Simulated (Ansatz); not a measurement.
CH₃IIn (`[CH3][In][I]`) radical at its PBE0-D4/def2-TZVP geometry, where that method's forces vanish. Charge 0, multiplicity 2. In, I takes the def2 core potential.

```xyz
6

C    -0.0256    0.0788   -0.8648
In    1.0812    0.1507    1.0463
I    -0.4268   -0.4187    3.2485
H    -0.8352    0.8043   -0.7805
H     0.6331    0.3162   -1.6971
H    -0.4267   -0.9314   -0.9524
```

**Question.** What forces (eV/Å) does ωB97M-V/def2-TZVPP give on these atoms in the Gaussian-basis code of Ansatz? (Best estimate.)

**Answer.** Computed: 
```
C1   0.072  0.005  0.117
In2 -0.133 -0.030 -0.014
I3   0.069  0.027 -0.108
H4   0.054 -0.068 -0.034
H5  -0.079 -0.024  0.057
H6   0.017  0.090 -0.018
```
